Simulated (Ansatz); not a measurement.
An input meant for the cluster Al₄O₆ (charge 0, singlet).

```yaml
crystal:
  periodic: [false, false, false]
  atoms:
    - {symbol: Al, position_ang: [0.684824, -0.995878, 1.112904]}
    - {symbol: Al, position_ang: [-1.495455, 0.447855, 0.512468]}
    - {symbol: Al, position_ang: [0.936859, 1.336305, -0.189413]}
    - {symbol: Al, position_ang: [-0.126299, -0.788228, -1.435969]}
    - {symbol: O, position_ang: [-1.755394, -0.368595, -0.999599]}
    - {symbol: O, position_ang: [0.604549, -1.931221, -0.349726]}
    - {symbol: O, position_ang: [0.877466, 0.593210, -1.759378]}
    - {symbol: O, position_ang: [-0.604578, 1.931199, 0.349652]}
    - {symbol: O, position_ang: [-0.877329, -0.593197, 1.759369]}
    - {symbol: O, position_ang: [1.755368, 0.368552, 0.999703]}
basis:
  gaussian: {orbitals: def2-TZVPP, fitting: {mean_field: cc-pVTZ-jkfit}}
magnetization: {spin_polarized: true, initial_magnetization: 1}
hamiltonian: {xc: {name: HF}}
correlation: {method: rpa, electrons: outside_noble_gas}
```

```sh
$ ansatz run in.yaml --threads 4 --pin off --events-out ev --progress --plain --max-ram 8704MiB
```

Shortened log:

```
Error: a molecule whose nuclei and cores have a total charge of 100 cannot have a net charge of 0 together with 1 unpaired electrons
```

(1) What is wrong with this run?

## Answers

(1) The number of unpaired electrons doesn't fit the electron count. The program refused the input.
